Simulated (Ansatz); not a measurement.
Species: H$_{6}$OSi$_{3}$, SMILES `O[SiH2][SiH]=[SiH2]` (H–O–Si–Si torsion 169°, O–Si–Si–Si torsion -23°) (charge 0, multiplicity 1).

### Question
Give a relaxed geometry from r2SCAN-D4/def2-TZVP (Ansatz, a quantum-chemistry and plane-wave program).

### Answer
Several could match; the one computed here: the end point of this relaxation, one of several conformers (outside a Z-matrix the atoms follow the SMILES, hydrogens last).
Z-matrix (Å, degrees):
```
Si
H 1 1.4852
Si 1 2.1497 2 118.20
H 3 1.4794 1 120.95 2 179.37
H 3 1.4819 4 113.54 1 -162.13
Si 1 2.3197 2 118.54 3 157.22
O 6 1.6532 1 104.64 2 -179.60
H 7 0.9611 6 117.30 1 169.02
H 6 1.4910 7 111.94 8 -71.20
H 6 1.4913 9 106.41 7 -121.59
```
